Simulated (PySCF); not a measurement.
CH3, SMILES [CH3+], charge +1.

Coordinates come from a ωB97X-D3(BJ)/def2-TZVPD optimisation.

Two levels are set side by side: PBE/def2-TZVPD (PySCF) and B3LYP/def2-TZVPD (PySCF). Same geometry, gas phase. Differences are taken from unrounded values.

```json
[
 {"quantity": "orbital gap (eV)", "PBE": "5.49"},
 {"quantity": "highest occupied level (eV)", "PBE": "-19.98"},
 {"quantity": "lowest empty level (eV)", "PBE": "-14.48"},
 {"quantity": "mean polarisability (bohr³)", "PBE": "9.1"}
]
```

**Question.** These are the PBE values. What does B3LYP give? (The exact figures need the calculation; the answer reports its results.)

**Answer.** 
| quantity | B3LYP | PBE minus B3LYP |
|---|---|---|
| orbital gap (eV) | 8.16 | -2.67 |
| highest occupied level (eV) | -21.41 | 1.44 |
| lowest empty level (eV) | -13.25 | -1.23 |
| mean polarisability (bohr³) | 9.0 | 0.1 |

PBE's occupied levels lie high since its potential decays too fast outside the molecule; exact exchange lowers them and widens the gap. Differences between two approximate levels are no errors against the true value.

Rough cost on one machine, each run with all the roots and properties that it gave: B3LYP against PBE within a factor of 2.
